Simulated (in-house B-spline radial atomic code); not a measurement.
Stripping lutetium of all its electrons. The total binding energy is the sum of the 71 successive ionisation energies. Configuration: [Xe] 4f14 (5d3/2)1 6s2. Method: Dirac-Hartree-Fock, average of the jj configuration, Fermi nucleus of rms radius 5.37 fm. Calculated with a radial B-spline atomic code at the basis-set limit.

Dirac-Coulomb total energy: -14572.4521 hartree. First-order corrections (hartree): Breit 14.6, self-energy 11.96, vacuum polarisation -2.064, recoil 0.0286.

(1) What total binding energy follows, and how does it compare with the sum of NIST's ionisation energies?

(2) What share of the binding belongs to the last two electrons?

## Answers

(1) 395869 eV from the corrected total, against 396209 ± 120 eV from NIST's table (measured, semi-empirical and theoretical entries, uncertainties added in quadrature). The difference, +340 eV, is larger than correlation (1 to 2 eV per electron) explains, so errors of the table's theoretical entries must contribute.

(2) 37 % by NIST's values (146127.2 eV).
